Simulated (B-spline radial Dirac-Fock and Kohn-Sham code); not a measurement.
# Elastic and transport cross sections of cobalt for electrons

The computed values come from a radial B-spline solver: relativistic (Dirac) partial waves in the static field of the Dirac-Fock atom with Furness-McCarthy exchange, without polarisation or absorption potentials. σ_tr1 and σ_tr2 weight the cross section with 1 − P₁ and 1 − P₂ of cos θ; "backward" is the share scattered beyond 90°.

```csv
energy (eV),σ (a₀²),σ_tr1 (a₀²),σ_tr2 (a₀²),σ/σ_tr1,backward (%)
5000,2.24,0.104,0.205,21.5,1.0
6190,1.93,0.0742,0.152,26.0,0.75
8120,1.59,0.0480,0.102,33.2,0.52
10000,1.37,0.0341,0.0746,40.0,0.39
10200,?,?,?,?,?
12300,1.17,0.0243,0.0542,48.3,0.30
16800,0.920,0.0144,0.0331,64.0,0.20
17000,0.912,0.0141,0.0325,64.7,0.20
17300,0.899,0.0137,0.0316,65.7,0.19
17500,0.891,0.0134,0.0310,66.4,0.19
18900,0.839,0.0118,0.0274,71.2,0.17
20000,0.802,0.0107,0.0250,74.9,0.16
27200,0.627,0.00633,0.0151,99.1,0.11
28500,0.604,0.00584,0.0140,103,0.10
30000,0.580,0.00535,0.0129,108,0.095
```

Problem. Fill in the row for 10.2 keV.

Solution. σ = 1.35 a₀², σ_tr1 = 0.0331 a₀², σ_tr2 = 0.0724 a₀², σ/σ_tr1 = 40.8, backward 0.38 %. The ratio σ/σ_tr1 is roughly the number of elastic collisions that randomise the direction.
